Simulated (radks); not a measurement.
Question: The tellurium ion Te10+ is in [Kr] 4d(3/2: 4, 5/2: 2). Method: Dirac Kohn-Sham, relativistic LDA (MacDonald-Vosko exchange, VWN5 correlation), spin-unpolarised, spherical densities, finite nucleus; Fermi nuclear charge, rms radius of each element as measured or else 0.836 A^(1/3) + 0.57 fm; computed with a radial shooting solver on a logarithmic mesh with Libxc functionals. Sub-shells are occupied by j as written (lower j first in brackets). One electron is removed from 4p3/2, 4d3/2, 4p1/2, 4d5/2 in turn, with full relaxation. Which removal costs least, and what does each cost?

Answer: 4d5/2 218.53 eV; 4d3/2 220.49 eV; 4p3/2 293.77 eV; 4p1/2 304.85 eV. The 4d5/2 electron leaves first.
